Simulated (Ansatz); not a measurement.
`C[CH2][Zn][SH]` from Hartree–Fock to CCSD(T)

```xyz
10

C     1.305    0.428   -0.542
C     0.238    0.764    0.497
Zn   -1.295   -0.439    0.521
S    -3.019   -1.773    0.563
H     0.907    0.454   -1.560
H     2.137    1.138   -0.506
H     1.728   -0.568   -0.389
H     0.671    0.761    1.503
H    -0.145    1.777    0.337
H    -2.527   -2.543   -0.424
```

Total charge 0; spin multiplicity 1. For Zn the d shell is correlated and the shells below it are frozen. Scalar relativity is left out up to krypton. All single points use the PBE0-D4/def2-TZVP geometry. It is one conformer, not always the lowest. Frozen core, restricted reference, Ansatz 0.2.0.

```
     basis      HF (Eh)  MP2 corr.  CCSD corr.       (T)  CCSD(T) total
  def2-SVP  -2254.15953   -0.72866    -0.75313  -0.02168    -2254.93434
def2-TZVPP            ?          ?    -1.04045         ?              ?
def2-QZVPP  -2254.68577          ?           –         –              –
```

(1) Fill in the withheld values. (An estimate is asked.)

Results:

(1) Computed: def2-TZVPP HF (Eh): -2254.62908; def2-TZVPP MP2 corr.: -1.04634; def2-TZVPP (T): -0.03881; def2-TZVPP CCSD(T) total: -2255.70834; def2-QZVPP MP2 corr.: -1.12119.
